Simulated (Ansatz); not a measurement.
The molecule CoS, multiplicity 4 (the spin of the measured ground state). No spin–orbit coupling. Co is treated without relativity.

D_e counts from the fitted minimum to each atom's lowest state at the same level, without counterpoise.

Run with Ansatz (Gaussian orbitals). Each number belongs to the level named beside it.

Question: One of these levels gives 406.5 kJ/mol for the bond energy D_e. Which?
A) r2SCAN/def2-TZVPP
B) PBE/def2-TZVPP
C) SVWN5/def2-TZVPP
D) B3LYP/def2-TZVPP

Answer: B, PBE/def2-TZVPP. The others give 499.2 (SVWN5/def2-TZVPP), 375.1 (r2SCAN/def2-TZVPP), 325.5 (B3LYP/def2-TZVPP)

Ansatz is a first-principles code.
